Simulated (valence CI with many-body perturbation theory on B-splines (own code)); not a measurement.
The numbers below are computed, except where a source is named.
Ta49+: what each term of the Hamiltonian does

Method: valence CI with perturbative core correlation (CI+MBPT): six valence electrons over a frozen Dirac-Fock core [Ar], radial functions for each j: 7 s, 7 p, 8 d, 6 f, 4 g, 1 h, with the one-electron correlation potential Σ1 (screened to all orders), the two-electron term Σ2, the three-electron term Σ3, Breit, model QED; selected single and double excitations, second order for the rest, scaled by the run's own slope (own B-spline code, finite nucleus).

No measured spectrum was set against this ion. As an estimate, large intervals hold to a few tenths of a per cent, small ones and those within an open d or f shell to about a per cent. Core correlation moves these levels by up to 15000 cm⁻¹, and in measured spectra 5 to 20 % of such shifts remained as error; rates that hang on mixing are uncertain with them. Among the levels kept, up to 1000 cm⁻¹ of a level comes from second order outside the variational space, and about a tenth of that is noise between levels of different J, which matters for small intervals. The list stops below the first excitations out of the core. Only levels of the ground parity were solved; by the run's estimate the other parity begins above the list, which can be wrong where configurations are misplaced.

Each rung adds one term. CI alone is the Dirac-Coulomb CI over the frozen core; QED comes last and gives the full result, which names the levels. Energies are above (3d3/2^4 3d5/2^2) J=4 on the same rung, in cm⁻¹.

Levels are named by their leading jj configuration (3d3/2^4 stands for four electrons in 3d with j = 3/2), which in mixed levels can hold well under half, so a name can repeat and another be missing. Letters in brackets count levels of one name in rising energy.

```
                    Level  CI alone     Σ1      Σ2     Σ3   Breit    QED     Full
    (3d3/2^4 3d5/2^2) J=2     60188    +41   -3849  -1227   +5580     +6    60739
    (3d3/2^4 3d5/2^2) J=0    196600   +223   -5878   -465  +10727    +96   201302
(3d3/2^3 3d5/2^3) J=3 [a]    471986  +2072   +4008  +1242   -8338  +1446   472416
(3d3/2^3 3d5/2^3) J=4 [a]    486919  +2017   +4939   +748  -11442  +1397   484579
(3d3/2^3 3d5/2^3) J=1 [a]    508383  +2095   +2201   +661   -3880  +1449   510908
    (3d3/2^3 3d5/2^3) J=6    563027  +2073   +7127  -1398  -25884  +1417   546363
    (3d3/2^3 3d5/2^3) J=5    558163  +2065   +4779    -58  -19476  +1412   546885
(3d3/2^3 3d5/2^3) J=2 [a]    608121  +2101    -795  -1180   -8890  +1417   600773
(3d3/2^3 3d5/2^3) J=3 [b]    620251  +2126     +10   +615  -12282  +1432   612151
    (3d3/2^3 3d5/2^3) J=0    694862  +2086   -5957  +2118   -8136  +1377   686350
(3d3/2^3 3d5/2^3) J=4 [b]    730676  +2224    -482   -602  -13541  +1467   719741
(3d3/2^3 3d5/2^3) J=2 [b]    731113  +2270   -3238  +1135   -7773  +1502   725009
(3d3/2^3 3d5/2^3) J=1 [b]    727929  +2207   -4532  +1608   -2348  +1456   726321
(3d3/2^3 3d5/2^3) J=3 [c]    749208  +2167   -3762   +380   -8120  +1416   741289
(3d3/2^2 3d5/2^4) J=2 [a]    992840  +4108   +6820   +369  -16564  +2854   990427
(3d3/2^2 3d5/2^4) J=0 [a]   1013430  +4093   +5796  +2227  -13386  +2833  1014990
(3d3/2^2 3d5/2^4) J=4 [a]   1048670  +4121   +8107   -342  -24826  +2843  1038570
(3d3/2^2 3d5/2^4) J=3 [a]   1072550  +4098   +4758  +1365  -20271  +2816  1065310
    (3d3/2^2 3d5/2^4) J=5   1087360  +4160   +8788   -335  -31554  +2859  1071270
    (3d3/2^2 3d5/2^4) J=6   1120570  +4170  +10525  -1499  -39096  +2854  1097520
(3d3/2^2 3d5/2^4) J=3 [b]   1135890  +4204   +4256   +730  -23510  +2871  1124440
    (3d3/2^2 3d5/2^4) J=1   1154260  +4119    +348  +1447  -17454  +2802  1145520
(3d3/2^2 3d5/2^4) J=4 [b]   1178100  +4157   +3485   +820  -29189  +2824  1160190
(3d3/2^2 3d5/2^4) J=2 [b]   1186370  +4173    +479   -554  -22625  +2832  1170670
(3d3/2^2 3d5/2^4) J=2 [c]   1272440  +4238     +66    -97  -17443  +2850  1262060
(3d3/2^2 3d5/2^4) J=4 [c]   1312730  +4287   +1034   +471  -23355  +2883  1298050
(3d3/2^2 3d5/2^4) J=2 [d]   1453510  +4278   -6577  +1883  -16442  +2820  1439470
      (3d3/2 3d5/2^5) J=1   1566700  +6195   +9149   -743  -25999  +4286  1559590
(3d3/2^2 3d5/2^4) J=0 [b]   1588860  +4427   -9928  +1912  -11062  +2891  1577100
      (3d3/2 3d5/2^5) J=4   1677030  +6227   +9205  -1002  -37900  +4270  1657830
      (3d3/2 3d5/2^5) J=2   1723150  +6241   +4213   -665  -31115  +4265  1706090
```

The middle columns are the shifts that each term adds.

(1) How does the ionisation energy move along the ladder, and which term matters most?

## Answers

(1) CI alone 4395.5, + Σ1 4397.7, + Σ2 4410.7, + Σ3 4411.1, + Breit 4409.2, + QED 4409.2 eV. The largest step is Σ2, 13.0 eV. NIST lists 4410 ± 4 eV (theoretical).
